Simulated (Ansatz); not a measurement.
Relaxation of C₃H₁₀FNSi (16 atoms, charge 0, multiplicity 1), to a largest force component of 0.02 eV/Å in at most 40 steps.

Level of theory: Ansatz, RKS PBE0-D4/STO-3G.

```xyz
16
Properties=species:S:1:pos:R:3:forces:R:3
C 0.201 -1.817 -0.681 -3.48 2.30 0.32
C 0.978 -0.546 -0.338 0.60 -1.18 0.99
C 0.149 0.731 -0.013 1.71 -0.63 1.51
N -0.600 1.138 -1.124 -6.81 1.03 0.51
F 1.095 1.735 0.095 2.78 1.95 1.30
Si -0.785 0.710 1.630 -1.26 -0.84 1.73
H -0.457 -1.587 -1.560 0.45 -0.40 0.71
H 0.855 -2.591 -0.945 1.35 -1.92 -0.29
H -0.478 -2.073 0.182 0.84 -0.19 -0.96
H 1.656 -0.323 -1.154 0.31 0.39 -0.64
H 1.636 -0.792 0.522 -0.26 0.40 -0.12
H -0.060 1.200 -1.929 2.63 0.17 -3.45
H -1.017 2.117 -0.965 0.62 -1.44 -0.12
H 0.095 0.431 2.800 -0.39 0.27 -1.09
H -1.467 1.983 1.879 0.41 -0.38 -0.30
H -1.822 -0.335 1.644 0.50 0.48 -0.09
```

**Question.** Where does it end, and by what steps?

**Answer.** The forces met the threshold. The force dipped under the threshold on the way, but the program's further checks kept it going. Limits of this set-up: minimal basis. After 11 steps the energy has fallen by 0.957 eV; H7 moved furthest, 0.34 Å.

| step | energy less start (eV) | largest force component (eV/Å) | accepted |
| --- | --- | --- | --- |
| 0 | 0.0000 | 6.814 | yes |
| 1 | -0.8679 | 1.259 | yes |
| 2 | -0.9302 | 0.407 | yes |
| 3 | -0.9451 | 0.262 | yes |
| 4 | -0.9542 | 0.150 | yes |
| 5 | -0.9555 | 0.029 | yes |
| 6 | -0.9558 | 0.047 | yes |
| 7 | -0.9561 | 0.018 | yes |
| 8 | -0.9565 | 0.031 | yes |
| 9 | -0.9568 | 0.028 | yes |
| 10 | -0.9569 | 0.025 | yes |
| 11 | -0.9570 | 0.015 | yes |

```xyz
16
Properties=species:S:1:pos:R:3
C 0.152 -1.743 -0.556
C 1.056 -0.513 -0.331
C 0.255 0.796 0.004
N -0.665 1.073 -1.165
F 1.195 1.843 0.156
Si -0.831 0.626 1.579
H -0.633 -1.499 -1.283
H 0.742 -2.585 -0.938
H -0.328 -2.057 0.379
H 1.645 -0.322 -1.243
H 1.771 -0.709 0.482
H -0.024 1.237 -1.989
H -1.055 2.039 -0.988
H -0.014 0.174 2.680
H -1.380 1.923 1.895
H -1.911 -0.305 1.363
```

Whether the end is a true minimum wasn't checked by a vibrational analysis.

The run took 61 s on 1 thread of Intel(R) Xeon(R) Platinum 8259CL CPU @ 2.50GHz (Skylake/Cascade Lake), on a shared host, peak memory 0.17 GiB.
